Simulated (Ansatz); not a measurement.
System: C3H3, charge 1, singlet. A triplet may lie lower; no result for it is given here. C3H3+ (parent SMILES [CH]=C=C, singlet).
B3LYP-D3(BJ)/def2-TZVP minimum from Ansatz (a program for electronic structure):
```xyz
6

C      1.2489     0.1199     0.4370
C      0.0985     0.0095     0.0345
C     -1.1622    -0.1116    -0.4067
H      2.2584     0.2168     0.7903
H     -1.6564     0.7169    -0.9120
H     -1.7133    -1.0404    -0.2672
```
Charge +1, spin multiplicity 1.

Total energies in cc-pVTZ, 14 correlated electrons, 3 frozen orbitals. UHF or UKS for unpaired electrons; spin-orbit terms are left out. Cores are frozen in correlated methods. No relativity. The restricted determinant of C3H3+ (parent SMILES [CH]=C=C, singlet) is unstable towards broken spin symmetry in at least one set run. The spin of C3H3+ (parent SMILES [CH]=C=C, singlet) was assumed, and the state is the lowest solution found for it.

| method | program | energy (Eh) | minus CCSDT(Q) (mEh) |
|---|---|---|---|
| HF | Ansatz | -114.99006 | 476.63 |
| MP2 | Ansatz | -115.41637 | 50.32 |
| CCSD | Ansatz | -115.43942 | 27.26 |
| CCSD(T) | Ansatz | -115.46410 | 2.59 |
| CCSDT(Q) | Ansatz | -115.46668 | 0.00 |

Rough core times of Ansatz's runs on a shared machine: CCSD(T) under 20 s, CCSDT(Q) 20 min.
